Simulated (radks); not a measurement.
Species: neutral tellurium. Configuration: [Kr] 4d10 5s1.75 5p4 4f0.25 (fractional occupations, a model configuration). Method: Dirac Kohn-Sham, exchange-only PBE, spin-unpolarised, spherical densities, finite nucleus; open shells fill j = l - 1/2 first; Fermi nuclear charge, rms radius 4.7423 fm; computed with a radial shooting solver on a logarithmic mesh with Libxc functionals.

X-ray form factor f0, the Fourier transform of the density (f0(0) = 52):

sin(theta)/lambda (1/angstrom),f0 (electrons)
0.05,50.694
0.1,48.058
0.15,44.818
0.2,41.636
0.25,38.725
0.3,36.083
0.4,31.420
0.5,27.469
0.6,24.252
0.8,19.806
1,16.989
1.25,14.228
1.5,11.732
2,7.942
